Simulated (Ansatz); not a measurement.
Cost and result for the atomization energy of `N[SiH2]O[SiH2]N` (13 atoms, 12 bonds).

Cartesian coordinates in Å:
```
N 1.574 0.059 -1.561
Si 0.409 -1.122 -1.163
O -0.929 -0.579 -0.389
Si -1.405 0.498 0.749
N -0.345 0.708 2.069
H 2.284 0.352 -0.912
H 1.444 0.723 -2.306
H 1.095 -2.102 -0.284
H -0.076 -1.736 -2.420
H -1.540 1.830 0.108
H -2.696 -0.010 1.267
H 0.425 1.354 2.042
H -0.241 0.025 2.800
```

Charge 0, multiplicity 1. Geometry: relaxed with PBE0-D4/def2-TZVP. It is one conformer, not always the lowest. Program: Ansatz. All runs use 2 threads of an AMD EPYC 7R13 on a shared host and a share of an NVIDIA H100 80 GB. Times are those of one run each, without the atoms' runs, and a repeat can differ threefold. Electronic energies, without spin–orbit coupling; frozen cores. CCSD(T)/CBS adds CCSD(T) − MP2 in def2-TZVPP to the MP2 limit, and its time is that of the two runs behind it. T1 = 0.011. B3LYP takes the VWN-RPA correlation (the form of Gaussian; ORCA's B3LYP/G).

CCSD(T)/CBS is a level of theory with its own doubt, some kJ/mol a heavy atom from the limit and from the frozen cores, so smaller differences don't rank the functionals.

| level | functions | wall time | atomization (kcal/mol) | difference from CCSD(T)/CBS | per bond |
| --- | --- | --- | --- | --- | --- |
| MP2/def2-QZVPP | 551 | 5.5 s | 1097.7 | -2.7 | -0.2 |
| ωB97M-V/def2-TZVPP (with forces) | 289 | 5.5 s | 1101.6 | 1.2 | 0.1 |
| CCSD(T)/def2-TZVPP | 289 | 5.5 s | 1064.3 | -36.1 | -3.0 |
| r2SCAN-D4/def2-TZVPP (with forces) | 289 | 6 s | 1090.0 | -10.4 | -0.9 |
| PBE-D4/def2-TZVPP (with forces) | 289 | 6 s | 1098.4 | -2.0 | -0.2 |
| B2PLYP/def2-TZVPP | 289 | 7 s | 1084.9 | -15.5 | -1.3 |
| ωB97X-V/def2-TZVPP | 289 | 9.1 s | 1103.4 | 3.0 | 0.3 |
| PBE0-D4/def2-TZVPP | 289 | 10 s | 1082.1 | -18.3 | -1.5 |
| CCSD(T)/CBS(def2) | – | 11 s | 1100.4 | 0.0 | 0.0 |
| B3LYP-D4/def2-TZVPP (with forces) | 289 | 12 s | 1098.5 | -1.9 | -0.2 |

From PBE to PBE0 (25 % exact exchange), in def2-TZVPP and without D4, the atomization energy moves by −15.3 kcal/mol: exact exchange takes away binding that semilocal exchange gives to molecules. In def2-TZVPP, CCSD(T) changes the Hartree–Fock value by +282.0 kcal/mol (the triples alone add +13.5 kcal/mol) and MP2 by +293.5 kcal/mol; breaking electron pairs costs correlation energy, which Hartree–Fock lacks. The D4 term adds +10.5 kcal/mol with B3LYP and +5.6 kcal/mol with PBE0; it sums over pairs of atoms, weighted by their polarisabilities, and B3LYP, whose exchange is more repulsive, gets the larger term.
